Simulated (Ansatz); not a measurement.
All numbers were calculated with Ansatz.

Basis-set series for C2H9GaGeO (`[CH3][Ga]([CH3])[O][GeH3]`). Charge 0, multiplicity 1. Geometry: relaxed with PBE0-D4/def2-TZVP. It is one conformer, not always the lowest.

Z-matrix (Å, degrees):
```
C
Ga 1 1.965
H 1 1.093 2 110.2
H 1 1.091 2 111.9 3 120.9
H 1 1.093 2 110.3 3 -118.1
C 2 1.957 1 130.5 3 -120.5
O 2 1.798 1 116.5 3 59.5
H 6 1.093 2 110.8 1 56.6
H 6 1.093 2 110.5 1 -62.3
H 6 1.090 2 110.3 1 177.4
Ge 7 1.762 2 132.5 1 -0.1
H 11 1.541 7 108.7 2 110.7
H 11 1.545 7 110.5 2 -9.5
H 11 1.540 7 108.0 2 -129.7
```

```
functional       basis  functions  energy (Eh)  HOMO (eV)  LUMO (eV)
   PBE0-D4  def2-TZVPP        315  -4158.13497      -7.56      -0.32
   PBE0-D4  def2-QZVPP        619  -4158.23321      -7.56      -0.38
   ωB97M-V  def2-TZVPP        315  -4158.52304      -9.78       1.31
   ωB97M-V  def2-QZVPP        619  -4158.61839      -9.78       1.01
```

**Question.** Give the rows for def2-SVP. (An estimate is asked.)

**Answer.** The calculation gave: 
```json
{"functional": "PBE0-D4", "basis": "def2-SVP", "functions": "151", "energy (Eh)": "-4157.44217", "HOMO (eV)": "-7.50", "LUMO (eV)": "-0.25"}
{"functional": "ωB97M-V", "basis": "def2-SVP", "functions": "151", "energy (Eh)": "-4157.82341", "HOMO (eV)": "-9.71", "LUMO (eV)": "1.46"}
```

Positive LUMOs are unbound and depend on the basis. Scalar relativity is left out up to krypton.
